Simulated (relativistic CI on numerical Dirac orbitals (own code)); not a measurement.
## Fe4+ in a cubic cluster: 3s photoemission with charge transfer

Computed with a charge-transfer multiplet model of a cubic metal-ligand cluster with up to 2 ligand holes, Slater and spin-orbit integrals from Dirac-Coulomb-Breit ions, Slater integrals scaled by 0.8. The ground state mixes d4 with configurations of k ligand holes L, whose averages lie at kΔ + k(k − 1)U_dd/2; a core hole lowers each added d electron by U_cd. 300 K, Lorentzian 1.4 eV and Gaussian 0.8 eV FWHM.

Atomic integrals in eV (Slater integrals scaled, ζ unscaled), ground: F2dd 10.374, F4dd 6.521, zeta_d 0.064; with the core hole: F2dd 11.113, F4dd 7.017, zeta_d 0.072, G2cd 10.758.

Cluster parameters (eV): Δ = 0.2, U_dd = 7, 10Dq = 1.95, 10Dq(ligand) = 1.4, V(eg) = 2.15, V(t2g) = -1.01, final-state hopping factor = 0.9.

| Case | n_d | d4 | d5L | d6L2 | S |
| --- | --- | --- | --- | --- | --- |
| U_cd = 7.7 eV | 4.78 | 0.30 | 0.63 | 0.07 | 1.99 |
| U_cd = 8.9 eV | 4.78 | 0.30 | 0.63 | 0.07 | 1.99 |
| U_cd = 9.5 eV | 4.78 | 0.30 | 0.63 | 0.07 | 1.99 |

Weights, n_d and S are thermal averages at 300 K. Binding energies count from the first peak over 30 % of the highest in each spectrum, which can be another peak from case to case. The parameters are a model scan and need not match a compound or its usual spin state. Peaks in eV (height, largest 100):
- U_cd = 7.7 eV: 0.0 (100), 8.1 (18), 11.8 (69), 19.2 (11)
- U_cd = 8.9 eV: 0.0 (100), 7.6 (21), 11.7 (67), 18.6 (15), 27.5 (6)
- U_cd = 9.5 eV: 0.0 (100), 7.4 (22), 11.6 (66), 18.4 (20), 28.2 (8)

For the case U_cd = 7.7 eV, Δ = 0.2 eV is smaller than U_dd = 7 eV, the charge-transfer side of the Zaanen-Sawatzky-Allen scheme. With the core hole the configuration with one ligand hole lies at Δ − U_cd = -7.5, -8.7, -9.3 eV from the one without, in the order of the table; where this is negative the screened configuration lies lower.

With at most 2 ligand holes the space is cut while the next configuration still counts, so covalency is underestimated, and a final configuration with one more ligand hole, which can lie low, is missing from the spectra.

Without intra-shell correlation the exchange splitting of the 3s hole comes out too large.
